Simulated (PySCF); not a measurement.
# C₆ coefficients of unlike pairs at TPSSh

Calculated with PySCF 2.14 from the dipole response of each species, C₆(A,B) = (3/π) ∫ α_A(iu) α_B(iu) du, in atomic units, from isotropic polarisabilities. For ions this is the dispersion term alone; charge-induced terms of lower order in 1/R come first.

```
species           configuration                                  basis      relativity  α (bohr³)  C₆ (like pair)
     Sr           [Kr] 5s2 (1S)                 dyall-av2z (22s16p11d)            none      228.8            3976
   As³⁺      [Ar] 3d10 4s2 (1S)               dyall-av3z (24s17p11d2f)   spin-free X2C      7.162           21.84
   Al³⁺               [Ne] (1S)                dyall-av3z (19s12p3d2f)   spin-free X2C     0.1296         0.04726
     Br  [Ar] 3d10 4s2 4p5 (2P)  aug-cc-pVDZ-PP with ECP10MDF (5s4p3d)  core potential      20.04           163.0
```

Estimate C₆ for Br with Sr.

The integral gives 611.3. The combination rule 2 C_A C_B / (C_A α_B/α_A + C_B α_A/α_B) gives 586.6 and the geometric mean 804.9.

No spin-orbit coupling is included.

The other pairs:

| pair | C₆ |
| --- | --- |
| Br, As³⁺ | 59.58 |
| Al³⁺, Sr | 5.062 |
| As³⁺, Sr | 221.0 |
| Br, Al³⁺ | 1.899 |
| Al³⁺, As³⁺ | 0.7261 |
